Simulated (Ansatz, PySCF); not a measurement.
Gas-phase reaction (SMILES): [Br][AlH][Br] + Cl (HCl) → [Cl][Al]([Br])[Br] + [H][H] (H2); hydrogen chloride cleaves one Al-H bond, a model of a ligand-exchange step.

Geometries: B3LYP-D3(BJ)/def2-TZVP minima from Ansatz (an electronic-structure program). Valence correlation only, unless marked. No spin-orbit coupling. Frozen are the shells of the preceding noble gas and the d and f shells that filled before the atom's block. Non-relativistic. CBS(X,Y): correlation extrapolated as X^-3; Hartree-Fock from the larger set. Thermal terms are rigid-rotor harmonic-oscillator values from B3LYP-D3(BJ) frequencies (Ansatz or PySCF) at 298.15 K and 1 atm. 1 Eh = 627.5095 kcal/mol.

| species | E, CCSD(T)/CBS(def2-TZVPPD,def2-QZVPPD) (Ansatz) (Eh) | E, wB97M-V/def2-TZVPD (Ansatz) (Eh) | H - E (Eh) |
|---|---|---|---|
| [Br][AlH][Br] | -5388.10871 | -5391.17758 | 0.01468 |
| Cl (HCl) | -460.37886 | -460.79070 | 0.01000 |
| [Cl][Al]([Br])[Br] | -5847.36549 | -5850.85757 | 0.01065 |
| [H][H] (H2) | -1.17452 | -1.16077 | 0.01336 |

Question: Work out ΔE and ΔH at 298.15 K at the first level, then ΔH at the second.

Answer: 
1. ΔE = [(-5847.36549) + (-1.17452)] - [(-5388.10871) + (-460.37886)] = -0.05244 Eh = -32.9 kcal/mol at CCSD(T)/CBS(def2-TZVPPD,def2-QZVPPD).
2. The terms H - E add up to -0.00067 Eh, so ΔH = (-0.05244 + (-0.00067))×627.5095 = -33.3 kcal/mol.
3. At wB97M-V/def2-TZVPD the same steps give ΔE = -31.4 and ΔH = -31.8 kcal/mol, a shift of +1.5 from the first level.
4. These values are not checked against measurement here, since the tables used lack a sound gas-phase enthalpy of formation for at least one species.
